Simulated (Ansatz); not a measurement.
A structure relaxed at PBE-D4/def2-SVP in Ansatz, charge 0, singlet:

```xyz
8

B    -0.579   -0.302   -1.051
Cl   -0.384   -1.374   -2.439
Cl   -2.007    0.738   -0.999
C     0.483   -0.290    0.076
C     0.406    0.504    1.169
H     1.349   -0.969   -0.022
H    -0.441    1.198    1.307
H     1.175    0.495    1.959
```

(1) Give its formula, name or SMILES and point group.

(2) Summarise the bond lengths by kind (pairs closer than 1.2 times the sum of covalent radii, bridged metal pairs left out).

## Answers

(1) BCl2(vinyl) (C2H3BCl2). Point group Cs (tolerance 0.1 Å).

(2) 2 × B–Cl 1.76 to 1.77 Å; 1 × C–C 1.35 Å; 1 × B–C 1.55 Å; 3 × C–H 1.10 Å.
